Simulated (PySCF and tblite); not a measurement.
Results of a calculation; reference values are marked as such.
2 diastereomers of C6H8N2, numbered alike:

```json
{"isomer": "A", "SMILES": "[H]/[N:4]=[C:3]1\\[C@@H:2]([CH3:1])[C@@H:6]([C:7]#[N:8])[CH2:5]1", "descriptors (one enantiomer)": "2S, 6S, 3=4 Z"}
{"isomer": "B", "SMILES": "[H]/[N:4]=[C:3]1\\[C@H:2]([CH3:1])[C@@H:6]([C:7]#[N:8])[CH2:5]1", "descriptors (one enantiomer)": "2R, 6S, 3=4 Z"}
```

Protocol: conformer search, at most 5 conformers an isomer, GFN2-xTB geometries, energies PBE0/def2-SVP (IEF-PCM, dimethylsulfoxide) (D3(BJ) added where defined), GIAO shieldings KT3/pcSseg-1 (IEF-PCM, dimethylsulfoxide), weights at 298.15 K with GFN2-xTB thermal terms. Programs: PySCF with density fitting and tblite.

Question: What shifts does each isomer give (ppm; of two unlike H on one atom, a is the less shielded)?

Answer: 
A: ¹H (against TMS): 3.61 (H5a, 1H), 3.53 (H2, 1H), 3.46 (H6, 1H), 3.41 (H5b, 1H), 1.43 (H1, 3H). ¹³C (against TMS): 177.0 (C3), 118.3 (C7), 53.6 (C2), 45.6 (C5), 21.5 (C6), 18.2 (C1).

B: ¹H (against TMS): 3.59 (H2, 1H), 3.47 (H5a, 1H), 3.45 (H5b, 1H), 2.73 (H6, 1H), 1.35 (H1, 3H). ¹³C (against TMS): 176.2 (C3), 120.6 (C7), 59.3 (C2), 45.3 (C5), 22.5 (C6), 19.3 (C1). H not on carbon is left out.

Question: Which carbons tell the isomers apart best?

Answer: C2: 53.6 in A, 59.3 in B; C7: 118.3 in A, 120.6 in B ppm.

H on N, O and S are left out: they exchange, and hydrogen bonds move them by several ppm. Shifts are unscaled: against experiment ¹³C can be off by 15 ppm or more and ¹H by 0.8 ppm.
